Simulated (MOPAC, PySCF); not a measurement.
[Hf(Cl)4], neutral singlet in the gas phase. 

Z-matrix (Å, degrees):
```
Hf
Cl 1 2.3328
Cl 1 2.3328 2 109.47
Cl 1 2.3328 2 109.47 3 120.00
Cl 1 2.3328 2 109.47 3 -120.00
```
Charge 0, spin multiplicity 1.

All levels are single points at this geometry (r2SCAN-D4/def2-SVP); Pople sets use spherical d functions. Orbital energies aren't observables, and empty levels follow the basis.

```json
[
 {"level": "TPSSh-D3(BJ)/def2-TZVP in PySCF", "HOMO (eV)": "-8.99", "LUMO (eV)": "-2.65", "gap (eV)": "6.34", "dipole (D)": "0.00", "vertical IE, Delta-SCF (eV)": "–"},
 {"level": "B3LYP/6-311+G** (LANL2DZ on Hf) in PySCF", "HOMO (eV)": "-9.56", "LUMO (eV)": "-2.98", "gap (eV)": "6.58", "dipole (D)": "0.00", "vertical IE, Delta-SCF (eV)": "–"},
 {"level": "BP86/6-31G* (LANL2DZ on Hf) in PySCF", "HOMO (eV)": "-8.58", "LUMO (eV)": "-3.57", "gap (eV)": "5.01", "dipole (D)": "0.00", "vertical IE, Delta-SCF (eV)": "–"},
 {"level": "M06-2X/6-31G* (LANL2DZ on Hf) in PySCF", "HOMO (eV)": "-11.17", "LUMO (eV)": "-1.98", "gap (eV)": "9.19", "dipole (D)": "0.00", "vertical IE, Delta-SCF (eV)": "–"},
 {"level": "PBE/6-31G* (LANL2DZ on Hf) in PySCF", "HOMO (eV)": "-8.48", "LUMO (eV)": "-3.45", "gap (eV)": "5.02", "dipole (D)": "0.00", "vertical IE, Delta-SCF (eV)": "–"},
 {"level": "SVWN5/6-31G* (LANL2DZ on Hf) in PySCF", "HOMO (eV)": "-8.60", "LUMO (eV)": "-3.60", "gap (eV)": "4.99", "dipole (D)": "0.00", "vertical IE, Delta-SCF (eV)": "–"},
 {"level": "HF/6-31G* (LANL2DZ on Hf) in PySCF", "HOMO (eV)": "-13.19", "LUMO (eV)": "0.47", "gap (eV)": "13.66", "dipole (D)": "0.00", "vertical IE, Delta-SCF (eV)": "13.07"},
 {"level": "PM6 in MOPAC", "HOMO (eV)": "-10.91", "LUMO (eV)": "-2.68", "gap (eV)": "8.23", "dipole (D)": "0.00", "vertical IE, Delta-SCF (eV)": "–"},
 {"level": "PM7 in MOPAC", "HOMO (eV)": "-11.84", "LUMO (eV)": "-2.43", "gap (eV)": "9.41", "dipole (D)": "0.00", "vertical IE, Delta-SCF (eV)": "–"}
]
```
